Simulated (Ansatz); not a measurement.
Reaction: GeH4Se (SMILES [GeH3][SeH]) → GeH3Se (SMILES [SeH][GeH2], doublet) + H (doublet) (the Ge-H bond breaks)
Each species at its own B3LYP-D3(BJ)/def2-TZVP minimum (Ansatz, an electronic-structure program).

Wanted: bond dissociation energy (electronic), in kcal/mol. Radicals and triplets start from unrestricted determinants; spin-orbit coupling is neglected. Cores are frozen in correlated methods (noble-gas shells, and filled d and f shells in the p block). No relativity. CBS(X,Y): correlation extrapolated as X^-3, Hartree-Fock from the larger set. A bracket is a step between two methods taken in the basis named. For partners of very few electrons the exact lower level stands in for a higher one.

CCSD(T)/CBS(cc-pVTZ,cc-pVQZ) + [CCSDT(Q) - CCSD(T)]/cc-pVTZ + [CCSDTQ - CCSDT(Q)]/cc-pVDZ (Ansatz) gives 86.2 kcal/mol.

Question: What does PBE/def2-TZVPD (Ansatz) give here, and how do the other levels compare?

Answer: PBE gives 80.0 kcal/mol, 6.2 kcal/mol below it. Differences of the others: r2SCAN/def2-TZVPD (Ansatz) -4.1; B3LYP/def2-TZVPD (Ansatz) -3.1; wB97M-V/def2-TZVPD (Ansatz) -1.0; CCSD(T)/CBS(cc-pVTZ,cc-pVQZ) (Ansatz) 0.1 kcal/mol.
